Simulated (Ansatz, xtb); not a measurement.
Noncovalent pair: H2S (SMILES S) (first 3 atoms) with C2H6 (SMILES CC); geometry from B3LYP-D3(BJ)/def2-TZVP, rigid monomers moved along the line of their centres of mass till H2···C5 is 2.68 Å.
(charge 0, multiplicity 1):
```csv
atom,x (Å),y (Å),z (Å)
S,0.1478,0.1232,-0.1988
H,0.9034,0.4898,0.8480
H,-0.2928,-0.9752,0.4346
C,-0.8008,-0.1392,3.4515
C,0.7249,-0.1042,3.4590
H,-1.2000,0.1395,2.4746
H,-1.2151,0.5544,4.1855
H,-1.1755,-1.1360,3.6927
H,1.1450,-0.8105,2.7395
H,1.1248,-0.3646,4.4408
H,1.1001,0.8902,3.2069
```

Interaction energies are E(AB) − E(A) − E(B) at the monomers' geometry in the complex; basis-set methods are counterpoise corrected.

Codes used: Ansatz (Gaussian basis) for Hartree–Fock, density functionals and correlated methods; xtb for the GFN methods. Values without a source in brackets are computed.

Problem. One of these levels gives 2.52 kcal/mol for the interaction energy. Which?
(A) PBE/def2-TZVPPD
(B) B3LYP/def2-TZVPPD
(C) GFN1-xTB
(D) HF/aug-cc-pV(D+d)Z

Solution. D, HF/aug-cc-pV(D+d)Z. The others give -0.61 (GFN1-xTB), 0.54 (PBE/def2-TZVPPD), 1.60 (B3LYP/def2-TZVPPD)

Ansatz is a program for electronic structure.
